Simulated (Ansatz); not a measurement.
`CC[S][SnH3]` + `NB(O)F` → `COB(N)F` + `C[S][SnH3]`  (substitution at a C–C bond)

Isolated molecules relaxed with PBE0-D4/def2-TZVP in Ansatz; ΔE leaves out vibrations. CCSD(T)/CBS is the MP2 limit (def2-TZVPP, def2-QZVPP) plus CCSD(T) − MP2 in def2-TZVPP, frozen cores. This one scheme is used for every species. DFT in def2-TZVPP. B3LYP here is the variant with VWN-RPA as its local correlation; programs differ in this. Elements past krypton have def2 core potentials. For Sn outer-core shells are correlated without core-valence functions, which leaves a few kJ/mol of doubt a bond. Each species was taken in one conformer, which may not be the lowest.

CCSD(T)/CBS gives +13.1 kcal/mol.

Another level gave +11.7 kcal/mol. Which?
A. HF/def2-TZVPP
B. MP2/def2-TZVPP
C. B3LYP/def2-TZVPP
D. r2SCAN/def2-TZVPP

D. r2SCAN 11.7, B3LYP 9.7, HF/def2-TZVPP 8.7, MP2/def2-TZVPP 14.1 kcal/mol.

Largest T1 diagnostic among the species: 0.012.

In def2-TZVPP, CCSD(T) changes the Hartree–Fock value by +3.8 kcal/mol (the triples alone add +0.4 kcal/mol) and MP2 by +5.4 kcal/mol. The D4 term adds +1.2 kcal/mol with B3LYP and +0.7 kcal/mol with PBE0; it sums over pairs of atoms, weighted by their polarisabilities, and B3LYP, whose exchange is more repulsive, gets the larger term.
